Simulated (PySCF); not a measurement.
Si(H)(Me)2(OH) (C2H8OSi), SMILES C[SiH](C)O. Geometry: PBE-D3(BJ)/def2-SVP. The values are those of a single conformer.

Computed equilibrium geometry at PBE-D3(BJ)/def2-SVP (PySCF confirms it by a frequency run) as Cartesian coordinates in Å, and its point group (one conformer of several):
point group Cs.
```xyz
12

Si     0.3630     0.0757     0.0000
C     -0.2041    -0.8491     1.5447
C     -0.2041    -0.8491    -1.5447
O     -0.1771     1.6789     0.0000
H      1.8593     0.2065     0.0000
H     -1.3084    -0.9613     1.5708
H      0.1077    -0.3165     2.4658
H      0.2346    -1.8685     1.5741
H      0.1077    -0.3165    -2.4658
H     -1.3084    -0.9613    -1.5708
H      0.2346    -1.8685    -1.5741
H     -1.1438     1.7842     0.0000
```
Charge 0, spin multiplicity 1.
